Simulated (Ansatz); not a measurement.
Ansatz (a first-principles code) input (PBE0/def2-TZVP):

Ansatz 0.2 input:
```yaml
crystal:
  periodic: [false, false, false]
  atoms:
    - {symbol: Cl, position_ang: [0.05781513, -0.11866280, 2.34116141]}
    - {symbol: Si, position_ang: [0.00755757, -0.01551155, 0.30603553]}
    - {symbol: Br, position_ang: [-1.19899120, -1.68878711, -0.47717232]}
    - {symbol: Br, position_ang: [2.06506895, -0.15020751, -0.47979491]}
    - {symbol: Br, position_ang: [-0.89718241, 1.90283545, -0.30258253]}
basis:
  gaussian:
    orbitals: def2-TZVP
hamiltonian:
  xc: {name: PBE0}
```

End of the output:

```
integrals: 0.23 GiB planned
1775 factors; their error is unknown
mean field: 2.17 GiB planned
mean field evaluation 1: about -230511.9497 eV, gradient 1.4e1 eV
mean field evaluation 2: about -230512.0861 eV, gradient 1.1e1 eV
mean field evaluation 4: about -230512.3531 eV, gradient 9.3e-1 eV
mean field evaluation 8: about -230513.7245 eV, gradient 6.8e-1 eV
mean field evaluation 16: about -230513.7248 eV, gradient 6.8e-5 eV
mean field -230513.72484013 eV, -8471.2231400604 hartree, gradient 6.8e-5 eV, S^2 0.000000; 0 other end points of the search recorded, 0 dependent functions left out
reference -230513.72486865 eV, -8471.2231411084 hartree; 68, 68 occupied and 150, 150 virtual orbitals, 1775 factors
Total energy: -230513.72486865 eV, -8471.2231411084 hartree
```
